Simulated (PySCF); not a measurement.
A structure optimised at B3LYP-D3(BJ)/def2-SVP, used in a PySCF frequency run:

```xyz
8

Si     1.8224    -0.2149     0.3586
Si    -0.4923    -0.5956     0.4274
Cl    -1.3928     0.8310    -0.8088
H      2.5350    -1.1960     1.2304
H      2.3036    -0.3623    -1.0450
H      2.1075     1.1681     0.8372
H     -1.0413    -0.4397     1.8036
H     -0.8488    -1.9502    -0.0802
```
Charge 0, spin multiplicity 1.

### Question
Write its SMILES and formula.

### Answer
[SiH3][SiH2]Cl, ClH₅Si₂

### Question
What are its rotational constants (standard atomic weights)?

### Answer
10.294, 2.2533, 1.9327 GHz
